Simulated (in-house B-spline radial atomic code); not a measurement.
A fraction x of an electron is moved 4d → 5f in neutral silver, starting from [Kr] 4d10 5s1 and keeping the highest spin. Computed with an all-electron radial atomic-structure program (B-spline basis): scalar-relativistic (X2C) r2SCAN, spin-polarised, spherical fractional occupations, Fermi nucleus of rms radius 4.5454 fm.

| x | E(x) - E(0) (eV) | 4d down level (eV) | 5f up level (eV) |
| --- | --- | --- | --- |
| 0 | 0.0000 | -7.503 | - |
| 0.25 | 2.1749 | -10.021 | -0.108 |
| 0.375 | ? | ? | ? |
| 0.5 | 4.9607 | -12.572 | -0.191 |
| 0.625 | 6.5862 | -13.860 | -0.231 |
| 0.75 | ? | ? | ? |
| 0.875 | 10.3071 | -16.450 | -0.309 |
| 1 | 12.4036 | -17.750 | -0.347 |

What belongs in the row x = 0.375?

An energy change of 3.4907 eV; 4d down at -11.292 eV, 5f up at -0.151 eV.

What belongs in the row x = 0.75?

An energy change of 8.3681 eV; 4d down at -15.155 eV, 5f up at -0.271 eV.

Check Janak's theorem between x = 0.5 and 0.625.

The slope of the energy is 13.00 eV; the orbital levels give 13.00 eV (ε of the receiving orbital less ε of the emptying one, averaged over the two points).
